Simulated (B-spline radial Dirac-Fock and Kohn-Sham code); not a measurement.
ΔSCF core binding energies without Breit or QED terms, calculated with a radial B-spline solver.

A sound run for atomic nitrogen in the configuration [He] 2s2 2p3: The ground state converged in 10 iterations, with total energy -54.32772 Ha, virial ratio 1.99884 and highest orbital energy -13.83 eV. ΔSCF binding energies: K (1s) 412.0 eV. Holes are computed only in closed shells, and unreliable hole states are left out.

A second run, with one unsound setting: The ground state converged in 9 iterations, with total energy -54.31903 Ha, virial ratio 1.99744 and highest orbital energy -13.51 eV. ΔSCF binding energies: K (1s) 411.8 eV. Holes are computed only in closed shells, and unreliable hole states are left out.

```
iter   energy (Ha)        error
   1      -53.26507315  2.77e-01
   2      -54.18368730  6.98e-02
   3      -54.30262620  2.34e-02
   4      -54.31706211  7.55e-03
   5      -54.31882315  2.87e-03
   6      -54.31903102  2.51e-04
   7      -54.31903334  5.67e-05
   8      -54.31903341  4.76e-06
   9      -54.31903341  2.40e-07
```

Question: Which fault fits the second run best?
A. too few iterations
B. box too small
C. functional not served
D. damping too heavy

Answer: B. The input had rmax = 5.0: rmax squeezes the outer orbitals.
